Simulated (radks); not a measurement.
Q: These are the eigenvalues of the occupied orbitals of an atom or ion with whole-number occupations (hartree). All-electron calculation, non-relativistic Kohn-Sham, r2SCAN, spin-polarised, spherical densities, point nucleus; meta-GGA in the generalised Kohn-Sham scheme. Program: a radial shooting solver on a logarithmic mesh with Libxc functionals.

orbital  eigenvalue
1s        -16.72929
2s         -2.51649

Which element is it, and in what charge state? The configuration may be excited. Open shells, if any, are filled with parallel spins first.

A: Z = 7, nitrogen, charge +3: N3+ in [He] 2s2. The 1s level, -16.729 hartree, gives Z - s = 5.8 by -(Z - s)^2/2, which with screening narrows Z to a few neighbours, and with so few levels the electron count can be read from the list.
